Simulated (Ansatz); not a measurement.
Geometry optimisation, RKS PBE/6-31G* in Ansatz 0.2.0.

Input:

```yaml
crystal:
  periodic: [false, false, false]
  atoms:
    - { symbol: Si, position_ang: [0.4126, 2.19588, -1.92608] }
    - { symbol: C, position_ang: [0.24702, 0.9465, -0.7815] }
    - { symbol: B, position_ang: [0.62936, 0.18273, 0.41077] }
    - { symbol: Si, position_ang: [2.2368, 0.74014, 1.39613] }
    - { symbol: H, position_ang: [0.11668, 3.0429, -3.06513] }
    - { symbol: H, position_ang: [0.00943, -0.74642, 0.79394] }
    - { symbol: H, position_ang: [2.95203, 1.9264, 0.88946] }
    - { symbol: H, position_ang: [1.97708, 1.06341, 2.81589] }
    - { symbol: H, position_ang: [3.28435, -0.30252, 1.45833] }
basis:
  gaussian: { orbitals: "6-31G*" }
hamiltonian:
  xc: pbe
relax:
  f_tol: 0.015
  max_steps: 40
output:
  orbitals: {}
```

Command:

```bash
$ ansatz run input.yaml --threads 1 --pin off --max-ram 2048MiB --backend cpu --events-out ev --progress --plain --runs-dir out
```

Problem. Where does it end, and by what steps?

Solution. The run converged. After 15 steps the energy has fallen by 0.919 eV; H5 moved furthest, 1.08 Å.

```tsv
step	energy less start (eV)	largest force component (eV/Å)	accepted
0	0.0000	2.027	yes
1	-0.2991	0.902	yes
2	-0.5243	1.506	yes
3	-0.6746	0.837	yes
4	-0.7925	0.520	yes
5	-0.8563	0.464	yes
6	-0.8902	0.482	yes
7	-0.9080	0.252	yes
8	-0.9121	0.265	yes
9	-0.9160	0.099	yes
10	-0.9166	0.073	yes
11	-0.9164	0.102	no
12	-0.9180	0.029	yes
13	-0.9186	0.032	yes
14	-0.9188	0.020	yes
15	-0.9188	0.012	yes
```

```xyz
9
Properties=species:S:1:pos:R:3
Si 0.957 2.629 -1.817
C 0.613 1.273 -0.741
B 0.564 0.267 0.251
Si 2.226 0.773 1.348
H -0.307 2.172 -2.577
H -0.104 -0.673 0.573
H 2.975 1.967 0.843
H 1.784 1.048 2.759
H 3.156 -0.408 1.354
```

Whether the end is a true minimum wasn't checked by a vibrational analysis.

Time of the run: 84 s on 1 thread of Intel(R) Xeon(R) Processor @ 2.50GHz (Skylake/Cascade Lake) (shared host), peak memory 0.14 GiB.
